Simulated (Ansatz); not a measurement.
Relaxation of ClH$_{5}$W (7 atoms, charge 0, multiplicity 1), to a largest force component of 0.02 eV/Å in at most 40 steps.

Level of theory: RKS PBE-D4/def2-mTZVP (Ansatz 0.2.0).

```xyz
7
Properties=species:S:1:pos:R:3
W 0.000 0.000 0.000
H 0.000 0.000 1.720
H 1.720 0.000 0.000
H 0.000 1.720 0.000
H -1.720 0.000 0.000
Cl 0.000 -2.390 0.000
H 0.000 0.000 -1.720
```

Q: Where does it end, and by what steps?

A: The run converged. After 7 steps the energy has fallen by 4.669 eV; H4 moved furthest, 0.52 Å. The start is strongly strained (largest force component 8 eV/Å).

```csv
step,energy less start (eV),largest force component (eV/Å),accepted
0,0.0000,8.135,yes
1,-1.8780,2.862,yes
2,-3.1077,2.693,yes
3,-4.1024,1.931,yes
4,-4.5622,1.454,yes
5,-4.6625,0.377,yes
6,-4.6689,0.098,yes
7,-4.6692,0.004,yes
```

```xyz
7
Properties=species:S:1:pos:R:3
W 0.000 -0.515 0.000
H 0.000 0.372 1.449
H 1.449 0.372 0.000
H 0.000 1.198 0.000
H -1.449 0.372 0.000
Cl 0.000 -2.840 0.000
H 0.000 0.372 -1.449
```

Whether the end is a true minimum wasn't checked by a vibrational analysis.

The run took 35 s on 1 thread of Arm Neoverse V2, with other jobs on the host, peak memory 0.14 GiB.
